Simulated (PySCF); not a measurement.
Below is a simulated gas-phase C 1s photoelectron spectrum of BMe2(nPr), `CCCB(C)C`.

Every computed line was given a Gaussian of 0.7 eV full width at half maximum and an area set by the number of equivalent atoms; the highest printed point is 100. Method used: delta-SCF UKS SCAN, pcX-2 on the ionised atom, pcseg-1 elsewhere, spin-free X2C (PySCF).

binding energy (eV), intensity and a bar:
```
    288.6          0 
    288.7          0 
    288.8          1 
    288.9          2 #
    289.0          5 #
    289.1         10 ###
    289.2         18 #####
    289.3         31 #########
    289.4         47 ##############
    289.5         65 ###################
    289.6         81 ########################
    289.7         94 ############################
    289.8        100 ##############################
    289.9         99 ##############################
    290.0         94 ############################
    290.1         88 ###########################
    290.2         84 #########################
    290.3         81 ########################
    290.4         78 #######################
    290.5         72 ######################
    290.6         63 ###################
    290.7         50 ###############
    290.8         36 ###########
    290.9         23 #######
    291.0         13 ####
    291.1          7 ##
    291.2          3 #
    291.3          1 
    291.4          1 
    291.5          0
```

Question: How many maxima does the curve show, and how many computed lines lie under it?

Answer: The curve has 1 maximum (at 289.8 eV). Under it lie 4 lines from 4 inequivalent carbon sites. At this width some lines have no maximum of their own.

Question: Decompose the envelope and assign each component. Bonds: B1–C2, B1–C6, B1–C10, C10–C11, C11–C12. Hydrogens: H3, H4, H5 on C2; H7, H8, H9 on C6; H13, H14 on C10; H15, H16 on C11; H17, H18, H19 on C12.

Answer: 
| position (eV) | relative area | line | atoms | environment |
| --- | --- | --- | --- | --- |
| 289.62 | 1 | C 1s | C10 | carbon bonded to B, C and 2 H |
| 289.85 | 2 | C 1s | C2/C6 | carbon bonded to B and 3 H |
| 290.42 | 1 | C 1s | C12 | carbon bonded to C and 3 H |
| 290.51 | 1 | C 1s | C11 | carbon bonded to 2 C and 2 H |

Question: What are the centre and the root-mean-square width of the whole band?

Answer: The area-weighted mean of the lines is 290.05 eV. Their own spread about it is 0.35 eV (rms) and each Gaussian has σ = 0.7/2.355 = 0.30 eV; the variances add, which gives 0.46 eV.

Lowest listed C 1s: C10, bonded to C, 2 H and B. Highest, 0.89 eV above it: C11, bonded to 2 C and 2 H.

The curve has no shake-up lines and no vibrational structure. Topologically equivalent atoms share the value of their first member; where this conformer doesn't relate them by symmetry, their own values could differ. Isolated species at its PBE0-D3(BJ)/def2-SVP geometry (one conformer only).

The run took 59 s on an Intel Xeon Platinum 8259CL at 2.50 GHz with one thread, shared host with 96 logical CPUs at a one-minute load of 11, and the process peaked at 0.76 GiB of memory.
